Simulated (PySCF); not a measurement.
# Electronic structure of Br(2+) (bromine, charge +2) at the UHF level

Configuration: [Ar] 3d10 4s2 4p3, high-spin 4S determinant. All numbers are calculated (PySCF 2.14, scalar relativity through the core potential, in aug-cc-pVDZ-PP with ECP10MDF).

* Total energy: -414.339013 hartree
* One-electron energy: -708.6427 hartree
* Hartree (Coulomb) energy: 323.5892 hartree
* Exchange energy: -29.2855 hartree
* ⟨S²⟩: 3.7505
* ⟨L²⟩: 0.000
* Sum of ⟨r⟩: 19.10 bohr
* Sum of ⟨r²⟩: 24.74 bohr²
* Time after the integrals: 0.04 s of wall time on 1 thread of Intel(R) Xeon(R) 6975P-C (shared host)

| shell | electrons | mean orbital energy (eV) | rms radius, mean of both spins (bohr) |
| --- | --- | --- | --- |
| 3s α | 1 | -292.54 | 0.590 |
| 3s β | 1 | -291.58 | 0.590 |
| 3p α | 3 | -231.22 | 0.609 |
| 3p β | 3 | -230.13 | 0.609 |
| 3d α | 5 | -109.99 | 0.642 |
| 3d β | 5 | -109.28 | 0.642 |
| 4s α | 1 | -52.981 | 1.72 |
| 4s β | 1 | -43.357 | 1.72 |
| 4p α | 3 | -35.163 | 1.98 |

Energies and moments cover only the electrons outside the core potential.
